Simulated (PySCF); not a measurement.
A structure optimised at PBE0-D3(BJ)/def2-SVP, used in a PySCF frequency run:

```xyz
10

O     -1.8773    -0.4807     0.0000
C     -0.6989    -0.2313     0.0000
Si     0.6266    -1.6570     0.0000
C     -0.2126     1.2191     0.0000
F      0.5561     1.4029    -1.0924
F      0.5561     1.4029     1.0924
H      0.3664    -2.4687     1.2220
H      2.0212    -1.1366     0.0000
H      0.3664    -2.4687    -1.2220
H     -1.0489     1.9388     0.0000
```
Charge 0, spin multiplicity 1.

Q: Write its SMILES, formula and point group.

A: O=C([SiH3])C(F)F, C2H4F2OSi, Cs

Q: What are its rotational constants (standard atomic weights)?

A: 3.6397, 2.1060, 1.7914 GHz
